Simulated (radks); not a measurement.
Results of a calculation; reference values are marked as such.
All-electron atom: a nucleus of charge 67.3 with 65 electrons in [Xe] 4f11. Level of theory: scalar-relativistic Kohn-Sham, PBE, spin-polarised, spherical densities, finite nucleus; open shells are filled with parallel spins first (spin-orbit coupling, left out, can overturn this in heavy ions); Fermi nuclear charge, rms radius 5.2022 fm (a radial shooting solver on a logarithmic mesh with Libxc functionals).

Normalised radial functions P(r) = r R(r), r in bohr:

```
   r/bohr * 5s up (the largest magnitude, 1.04, reaches the edge; | marks zero)
 0.002611                             |  *
 0.002992                             |  *
 0.003455                             |  *
 0.003958                             |  *
 0.004571                             |   *
 0.005237                             |   *
    0.006                             |   *
  0.00693                             |   *
 0.007939                             |   *
 0.009169                             |   *
   0.0105                             |   *
  0.01213                             |   *
   0.0139                             |   *
  0.01592                             |  *
  0.01839                             | *
  0.02107                             |*
  0.02433                             *
  0.02788                            *|
   0.0322                          *  |
  0.03689                         *   |
  0.04226                        *    |
   0.0488                       *     |
  0.05591                      *      |
  0.06458                      *      |
  0.07398                        *    |
  0.08544                          *  |
  0.09789                             *
   0.1121                             |  *
   0.1295                             |      *
   0.1484                             |        *
   0.1714                             |         *
   0.1963                             |        *
   0.2267                             |    *
   0.2598                             *
   0.2976                       *     |
   0.3437                 *           |
   0.3938               *             |
   0.4548               *             |
    0.521                    *        |
   0.6017                            *|
   0.6894                             |       *
   0.7898                             |                *
   0.9122                             |                       *
    1.045                             |                          *
    1.207                             |                          *
    1.383                             |                       *
    1.597                             |                  *
     1.83                             |             *
    2.096                             |         *
    2.421                             |     *
    2.773                             |  *
    3.203                             |*
     3.67                             |*
    4.238                             *
    4.855                             *
```

5s up: eigenvalue -70.179 eV, 4 radial nodes at r = 0.0249, 0.0989, 0.258, 0.611 bohr, <r> = 1.26 bohr, 90 % of the charge inside 1.81 bohr.
